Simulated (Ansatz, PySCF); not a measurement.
This Ansatz (a program for electronic structure) input computes a PBE/def2-TZVPD energy:

Ansatz 0.2 input:
```yaml
crystal:
  periodic: [false, false, false]
  atoms:
    - {symbol: N, position_ang: [-1.06616376, 0.26085306, 0.21523175]}
    - {symbol: C, position_ang: [0.14270879, -0.03491586, -0.02880933]}
    - {symbol: O, position_ang: [1.21557910, -0.29740978, -0.24539496]}
    - {symbol: H, position_ang: [-1.63611033, -0.34254441, 0.80947549]}
    - {symbol: H, position_ang: [-1.48162886, 1.10534638, -0.18008208]}
basis:
  gaussian:
    orbitals: def2-TZVPD
hamiltonian:
  xc: {name: PBE}
total_charge: 1
output: {forces: true}
```

**Question.** Write an input for the same energy in PySCF and say what it gives.

**Answer.** 
```python
from pyscf import gto, scf, dft

mol = gto.M(
    atom='''
    N    -1.06616376    0.26085306    0.21523175
    C     0.14270879   -0.03491586   -0.02880933
    O     1.21557910   -0.29740978   -0.24539496
    H    -1.63611033   -0.34254441    0.80947549
    H    -1.48162886    1.10534638   -0.18008208
    ''',
    basis='def2-tzvpd',
    charge=1,
    spin=0,
    verbose=4,
)

mf = dft.RKS(mol, xc='pbe').density_fit(auxbasis='def2-universal-jkfit')
mf.grids.level = 3
mf.conv_tol = 1e-9
mf.max_cycle = 100
mf.max_memory = 1500
mf.kernel()
if not mf.converged:
    mf = mf.newton()
    mf.kernel(mf.make_rdm1())
mf.analyze()
```
It gives -168.85885 Eh, and Ansatz -168.85880 Eh, a difference of 0.05 mEh, from the treatment of integrals and grids.

It need not be the lowest isomer of its formula.
